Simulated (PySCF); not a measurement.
Isomers of H2ClFSi2. All species are isolated molecules in the gas phase. Strings in code marks are SMILES.

Method: CAM-B3LYP-D3(BJ)/def2-TZVP in PySCF 2.14.0. Excitations are Tamm–Dancoff values on a coarser integration grid. The basis has no diffuse functions, so Rydberg states are missing or too high.

```
species               HOMO (eV)  S1 excitation (TDA) (eV)  brightest of the four lowest singlets (TDA) (eV)  T1 excitation (TDA) (eV)  S1 oscillator strength
--------------------  ---------  ------------------------  ------------------------------------------------  ------------------------  ----------------------
`F/[SiH]=[SiH]/Cl`            …                      3.55                                                 …                      1.22                   0.003
`F/[SiH]=[SiH]\Cl`            …                      3.59                                              4.28                      1.30                   0.043
`[Si](=[SiH2])(F)Cl`      -7.71                      4.16                                              4.16                      1.66                   0.398
```

**Question.** Complete the blanks.

**Answer.** 
- `F/[SiH]=[SiH]/Cl`, HOMO (eV): -7.43
- `F/[SiH]=[SiH]/Cl`, brightest of the four lowest singlets (TDA) (eV): 4.09
- `F/[SiH]=[SiH]\Cl`, HOMO (eV): -7.49
